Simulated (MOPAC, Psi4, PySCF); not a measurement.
Intermolecular potential of CH4 ··· CF4 (SMILES C and FC(F)(F)F). Monomers: optimised at B3LYP-D3(BJ) (def2-TZVP), held rigid. Orientation: lowest of the rigid-body minima from ten starts at GFN2-xTB. Only R, the distance of the centres of mass, is varied, so the lowest point isn't the relaxed dimer.

Levels of theory: RKS-B3LYP/6-31G* = PySCF with restricted B3LYP/6-31G*, spherical d, no counterpoise correction; PM3, restricted, heats of formation (MOPAC); SAPT0/jun-cc-pVDZ, frozen core (Psi4).

Interaction energies in kcal/mol:

| R / Å | RKS-B3LYP/6-31G* | PM3 |
|---|---|---|
| 3.02 | 4.42 | 5.78 |
| 3.27 | 0.41 | 1.55 |
| 3.44 | -0.59 | 0.51 |
| 3.66 | -0.91 | 0.15 |
| 3.87 | -0.78 | 0.11 |
| 4.08 | -0.52 | 0.08 |
| 4.34 | -0.26 | 0.04 |
| 4.68 | -0.08 | 0.00 |
| 5.14 | -0.01 | -0.01 |
| 5.89 | 0.00 | -0.01 |
| 6.89 | 0.00 | 0.00 |
| 8.17 | 0.00 | 0.00 |

Question: Estimate the SAPT0/jun-cc-pVDZ values at these points.

Answer: 3.02: 5.79; 3.27: 1.68; 3.44: 0.53; 3.66: -0.10; 3.87: -0.29; 4.08: -0.32; 4.34: -0.27; 4.68: -0.19; 5.14: -0.11; 5.89: -0.05; 6.89: -0.02; 8.17: -0.01 (kcal/mol).
